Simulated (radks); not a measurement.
Species: Ho IV. Configuration: [Xe] 4f10. All-electron calculation, scalar-relativistic Kohn-Sham, PBE, spin-unpolarised, spherical densities, point nucleus. Program: a radial shooting solver on a logarithmic mesh with Libxc functionals.

Unscreened Slater integrals over Kohn-Sham orbitals (hartree).

| integral | value |
|---|---|
| F0(4f,4f) | 1.1882 |
| F2(4f,4f) | 0.55769 |
| F4(4f,4f) | 0.34850 |
| F6(4f,4f) | 0.25032 |
| F0(4f,5p) | 0.74304 |
| F2(4f,5p) | 0.25361 |
| G2(4f,5p) | 0.13186 |
| G4(4f,5p) | 0.10167 |
| F0(4f,5s) | 0.83562 |
| G3(4f,5s) | 0.15514 |
| F0(4f,4d) | 1.3266 |
| F2(4f,4d) | 0.63146 |
| F4(4f,4d) | 0.40206 |
| G1(4f,4d) | 0.74021 |
| G3(4f,4d) | 0.46490 |
| G5(4f,4d) | 0.32870 |
| F0(5p,5p) | 0.61885 |
| F2(5p,5p) | 0.33421 |
| F0(5p,5s) | 0.66213 |
| G1(5p,5s) | 0.44267 |
| F0(5p,4d) | 0.77608 |
| F2(5p,4d) | 0.21304 |
| G1(5p,4d) | 0.058182 |
| G3(5p,4d) | 0.056776 |
| F0(5s,5s) | 0.71892 |
| F0(5s,4d) | 0.88227 |
| G2(5s,4d) | 0.090977 |
| F0(4d,4d) | 1.5148 |
| F2(4d,4d) | 0.76955 |
| F4(4d,4d) | 0.51483 |

Derived for the open shells (J is the average intra-shell exchange parameter used in DFT+U). 4f: F4/F2 = 0.625, F6/F2 = 0.449, J = (286 F2 + 195 F4 + 250 F6)/6435 = 0.04507 hartree.
